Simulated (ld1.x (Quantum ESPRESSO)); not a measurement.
# Zn: excitation energies, all-electron against TM semilocal

```
Element                 : Zn
Generator               : ld1.x (Quantum ESPRESSO) 7.5
Type                    : norm-conserving Troullier–Martins (semilocal form)
Functional              : PBE
Relativity              : scalar-relativistic
Frozen core             : [Ar]
Valence charge          : 12
Reference configuration : 3d10 4s1.75 4p0 (charge +0.25)
Partial waves           : 4s (bound): rc 1.45 bohr; 4p (bound, empty): rc 3.05 bohr; 3d (bound): rc 1.20 bohr
Local potential         : the d channel
Core correction         : Bessel-smoothed model core inside 1.15 bohr
```

Energies are relative to the spin-unpolarised reference configuration 3d10 4s1.75 4p0; without spin polarisation the order of configurations can differ from experiment.

```csv
valence configuration,charge,ΔE all-electron (eV),error AE − PS (meV)
3d10 4s2 4p0,0,-1.729,0.0
3d10 4s1 4p0,+1,8.159,-3.4
3d10 4s0 4p0,+2,26.602,-28
3d10 4s1.5 4p0,+0.5,2.212,-0.5
3d10 4s1 4p1,0,3.357,+1.2
3d10 4s0 4p1,+1,14.483,+6.5
```

Task: What are ΔE and the potential's error for 3d9 4s2 4p0?

Result: ΔE = 16.172 eV all-electron; the error (AE − PS) is -134 meV.

Levels in the configuration 3d10 4s1 4p1:

```
level  all-electron (eV)  pseudo (eV)
   3d            -12.344      -12.332
   4s             -7.401       -7.398
   4p             -2.101       -2.101
```
